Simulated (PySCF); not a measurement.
C6. Atoms are numbered in the order given.

```xyz
6

C      1.3137     0.0000     0.0000
C      0.6568     1.1377     0.0000
C     -0.6568     1.1377     0.0000
C     -1.3137     0.0000     0.0000
C     -0.6568    -1.1377     0.0000
C      0.6568    -1.1377     0.0000
```

The structure is a stationary point at r2SCAN-D4/def2-SVP. A frequency run showed that this geometry is not a minimum.

These are TDDFT-PBE/def2-SVPD (PySCF) values and carry that method's errors.

Vertical excitations; the highest root listed may be one member of a degenerate set. The molecule is in vacuum. State labels are in the subgroup D2h.

Q: Estimate the UV-visible absorptions. (Estimate from the structure and the level; the computed values follow.)

A: 
```tsv
state	symmetry	energy (eV)	λ (nm)	f	main pairs
S1	B1g	2.54	489	0.000	HOMO→LUMO (degenerate set)
S2	Ag	2.54	489	0.000	HOMO−1→LUMO (degenerate set)
S3	B1u	2.63	472	0.000	HOMO−2→LUMO (degenerate set)
S4	Au	2.63	472	0.000	HOMO−3→LUMO (degenerate set)
S5	B2u	3.39	365	0.000	HOMO→LUMO+1 50 %, HOMO−1→LUMO+2 50 %
S6	B3g	3.85	322	0.000	HOMO−2→LUMO+2 50 %, HOMO−3→LUMO+1 50 %
S7	B2g	3.91	317	0.000	HOMO−2→LUMO+1, HOMO−3→LUMO+2 (degenerate set)
S8	B3g	3.91	317	0.000	HOMO−3→LUMO+1, HOMO−2→LUMO+2 (degenerate set)
S9	B3u	3.94	315	0.000	HOMO→LUMO+2 44 %, HOMO−1→LUMO+1 44 %, HOMO−4→LUMO 10 %
S10	B2g	3.96	313	0.000	HOMO−3→LUMO+2 49 %, HOMO−2→LUMO+1 49 %
T1	B1g	1.35	920	0	HOMO→LUMO (degenerate set)
T2	Ag	1.35	920	0	HOMO−1→LUMO (degenerate set)
T3	B1u	2.11	589	0	HOMO−2→LUMO (degenerate set)
T4	Au	2.11	589	0	HOMO−3→LUMO (degenerate set)
```
Triplets are in the Tamm–Dancoff approximation, which puts them higher than full response would, so one can lie above its singlet here.
